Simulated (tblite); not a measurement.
A tight-binding relaxation on `[Si@@H](C=C)(S[SiH2]CC)Br`.

Computed with GFN2-xTB geometry optimisation, gas phase (tblite 0.8.0). Start geometry: from a force field or distance geometry. The command runs a driver script over a list of jobs; the input below is this job's line of settings and its coordinates in Å.

Command:
```bash
OMP_NUM_THREADS=1 python probes_run.py task.json out
```

Input:
```
{"job": {"kind": "relax", "xc": "GFN2-xTB", "basis": "xTB"}, "charge": 0, "multiplicity": 1}
C      4.647600    -0.155500    -0.439000
C      3.559100     0.305400     0.157700
Si     1.847900    -0.082000    -0.377300
Br     1.422600    -2.224000     0.092900
S      0.536800     1.277800     0.637200
Si    -1.351500     0.453300     1.161300
C     -2.629100     0.605100    -0.179600
C     -3.603800    -0.540900    -0.100100
H      4.631100    -0.792100    -1.310800
H      5.615300     0.117800    -0.045300
H      3.661500     0.930500     1.034300
H      1.817200     0.074000    -1.837900
H     -1.302000    -0.931500     1.638500
H     -1.848300     1.252100     2.308100
H     -2.185600     0.686600    -1.182100
H     -3.237000     1.522000     0.012000
H     -4.269300    -0.558600    -0.980900
H     -4.279000    -0.435600     0.791200
H     -3.043200    -1.495000    -0.047600
```

Q: Estimate the output.

A: 
```
step      E/eV     max force
  0    -680.39419    1.362
  1    -680.48811    0.668
  2    -680.52374    0.436
  3    -680.54873    0.478
  4    -680.57820    0.412
  5    -680.60101    0.302
  6    -680.61463    0.229
  7    -680.62448    0.238
  8    -680.63345    0.223
  9    -680.64335    0.265
... (155 lines left out)
165    -680.79644    0.016
166    -680.79649    0.018
167    -680.79652    0.016
168    -680.79657    0.017
169    -680.79663    0.017
170    -680.79669    0.014
171    -680.79673    0.015
172    -680.79677    0.013
173    -680.79680    0.012
174    -680.79683    0.010
```

«max force» is the largest atomic force in eV/Å.

Q: From which step on does the largest force stay under 0.1 eV/Å, and how much energy is left to gain from there?

A: From step 81 (0.095 eV/Å), 14.2 meV above the end.

Main results: energy lowered by 9.3 kcal/mol over 174 steps; largest atomic force 0.010 eV/Å at the end.

Q: How long does this job take on Intel Xeon 6975P-C, one thread, shared host with 192 logical CPUs at a one-minute load of 78?

A: About 2.0 s.
Labels such as C1 count atoms from 1, the log's own numbers from 0.
